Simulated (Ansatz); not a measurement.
Mulliken charges of `[ZnH][Br]` from ωB97M-V/def2-TZVPP in Ansatz (PBE0-D4/def2-TZVP geometry).

```json
{"atom": "Zn1", "x (Å)": "-0.194", "y (Å)": "-0.111", "z (Å)": "-0.118", "charge (e)": "0.353"}
{"atom": "Br2", "x (Å)": "1.589", "y (Å)": "0.730", "z (Å)": "0.948", "charge (e)": "-0.284"}
{"atom": "H3", "x (Å)": "-1.407", "y (Å)": "-0.683", "z (Å)": "-0.844", "charge (e)": "-0.068"}
```

Problem. By hand: the dipole of these point charges (1 e Å = 4.8032 D).

Solution. Σ q r = (-0.424, -0.200, -0.253) e Å, of length 0.533 e Å = 2.56 D.

Problem. How does the dipole of the full density compare? (Estimate.)

Solution. Computed: (-0.268, -0.126, -0.160) e Å, 1.62 D; the point charges give 1.58 times that, at 0° from its direction.

Point charges leave out the atoms' own dipoles, such as those of lone pairs, and Mulliken's split depends on the basis, so the two needn't agree.
